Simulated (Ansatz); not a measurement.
Steps of a relaxation of S8, SMILES `S1SSSSSSS1` with RKS PBE-D4/def2-SVP.

```sh
$ ansatz run in.yaml --threads 2 --pin off --events-out ev --progress --plain --max-ram 32768MiB --backend cpu
```

```yaml
crystal:
  periodic: [false, false, false]
  atoms:
    - {symbol: S, position_ang: [-0.220310, -1.469990, 1.894560]}
    - {symbol: S, position_ang: [1.278210, -1.957440, 0.574610]}
    - {symbol: S, position_ang: [2.385400, -0.266650, 0.195770]}
    - {symbol: S, position_ang: [1.736510, 0.549630, -1.575380]}
    - {symbol: S, position_ang: [0.429810, 2.075610, -1.144080]}
    - {symbol: S, position_ang: [-1.486880, 1.354550, -1.322940]}
    - {symbol: S, position_ang: [-2.176720, 0.869170, 0.552410]}
    - {symbol: S, position_ang: [-1.946000, -1.154870, 0.825050]}
basis:
  gaussian: {orbitals: def2-SVP}
hamiltonian: {xc: pbe, dispersion: d4}
relax: {f_tol: 0.03, max_steps: 200}
```

Positions (Å) and forces (eV/Å) along the path, 4 of 4 steps:

```xyz
8
step=1 energy=-86621.2353 eV
S    -0.220   -1.470    1.895    0.068   -0.018    0.764
S     1.278   -1.957    0.575    0.173   -0.696   -0.244
S     2.385   -0.267    0.196    0.595    0.227    0.409
S     1.737    0.550   -1.575    0.270   -0.184   -0.696
S     0.430    2.076   -1.144    0.181    0.731    0.127
S    -1.487    1.355   -1.323   -0.418   -0.010   -0.632
S    -2.177    0.869    0.552   -0.351    0.483    0.468
S    -1.946   -1.155    0.825   -0.518   -0.532   -0.197
8
step=2 energy=-86621.3342 eV
S    -0.229   -1.521    1.930    0.044    0.136    0.132
S     1.319   -2.000    0.604   -0.055   -0.098   -0.156
S     2.446   -0.286    0.188    0.018    0.123    0.148
S     1.787    0.575   -1.602   -0.060   -0.127   -0.135
S     0.435    2.119   -1.188    0.038    0.103    0.160
S    -1.525    1.403   -1.345   -0.024   -0.136   -0.134
S    -2.240    0.883    0.553    0.065    0.111    0.144
S    -1.994   -1.172    0.861   -0.025   -0.111   -0.158
8
step=3 energy=-86621.3433 eV
S    -0.222   -1.494    1.934   -0.023   -0.063   -0.098
S     1.302   -1.998    0.580    0.017    0.083    0.084
S     2.431   -0.268    0.205   -0.039   -0.069   -0.089
S     1.768    0.556   -1.608    0.015    0.068    0.096
S     0.438    2.117   -1.160   -0.027   -0.083   -0.081
S    -1.517    1.376   -1.353    0.033    0.062    0.096
S    -2.216    0.891    0.567   -0.012   -0.076   -0.091
S    -1.983   -1.179    0.835    0.036    0.078    0.083
8
step=4 energy=-86621.3463 eV
S    -0.224   -1.502    1.932    0.000   -0.001   -0.006
S     1.306   -1.997    0.587   -0.001    0.006    0.002
S     2.434   -0.274    0.200   -0.005   -0.003   -0.004
S     1.773    0.562   -1.606   -0.001    0.002    0.006
S     0.437    2.117   -1.168   -0.002   -0.005   -0.002
S    -1.519    1.383   -1.349    0.003    0.000    0.006
S    -2.222    0.888    0.562    0.003   -0.004   -0.005
S    -1.986   -1.176    0.843    0.003    0.005    0.002
```

Run time 13 s (2 threads of an AMD EPYC 7R13 on a shared host); peak host memory 0.28 GiB.
